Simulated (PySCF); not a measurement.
## Computed properties of (E)-1-bromo-2-fluoroprop-1-ene (C3H4BrF), SMILES C/C(F)=C\Br

C3H4BrF, SMILES C(=C(\F)C)/Br. Geometry optimised at B3LYP-D3(BJ)/def2-SVP. Other conformers were not sampled. All values are computed for the isolated molecule unless a solvent is named; none is compared with measurement here.

**Structure.** The optimised structure has Cs symmetry. All 21 harmonic modes at B3LYP-D3(BJ)/def2-SVP (PySCF) are real, so it is a minimum. With heavy atoms numbered as in [CH3:1]/[C:2]([F:3])=[CH:4]\[Br:5], the shortest bond between them is C2–C4 at 1.337 Å and the longest C4–Br5 at 1.889 Å.

**Vibrations.** The strongest infrared lines (harmonic, unscaled, degenerate partners summed) lie at 1171 cm⁻¹ (120 km/mol, H 59 %, C 31 %, F 10 %), 1738 cm⁻¹ (51 km/mol, C 95 %), 904 cm⁻¹ (51 km/mol, C 52 %, H 24 %, F 22 %). The softest mode is at 144 cm⁻¹ and the zero-point energy is 39.2 kcal/mol.

**Electronic structure.** CAM-B3LYP/def2-TZVP (PySCF) places the frontier levels at -8.36 and 1.11 eV, a gap of 9.47 eV, and gives a dipole moment of 0.99 D and a mean polarisability of 56.2 bohr³. PBE/def2-TZVP (PySCF) at the same geometry gives -5.86 and -1.06 eV, so its gap is 4.67 eV narrower. An orbital gap is neither the optical nor the fundamental gap.

**Excitations.** TDDFT-ωB97X/def2-SVPD (PySCF) has S1 at 5.61 eV (221 nm, f = 0.001, dark); the most intense of the 10 singlets computed lies at 6.77 eV (f = 0.23). T1 (TDA) is at 4.18 eV. TDDFT-PBE/def2-SVPD (PySCF) puts S1 at 4.93 eV. No vertical singlet excitation falls in the visible range (under 3.1 eV).

**NMR.** GIAO shifts at B3LYP/pcSseg-1 (PySCF) (non-relativistic, atoms alike by connectivity averaged): ¹³C from 18.7 to 176.1 ppm against TMS; ¹H from 2.4 to 6.0 ppm against TMS; ¹⁹F at -96.1 ppm against CFCl3. Without spin–orbit terms, shifts of atoms bonded to Cl or Br come out too high.

**Solvation.** SMD-PBE0/def2-SVP (PySCF) gives -0.2 kcal/mol in water, -3.4 kcal/mol in 1-octanol, -3.8 kcal/mol in ethanol (1 M in both phases, gas-phase geometry).
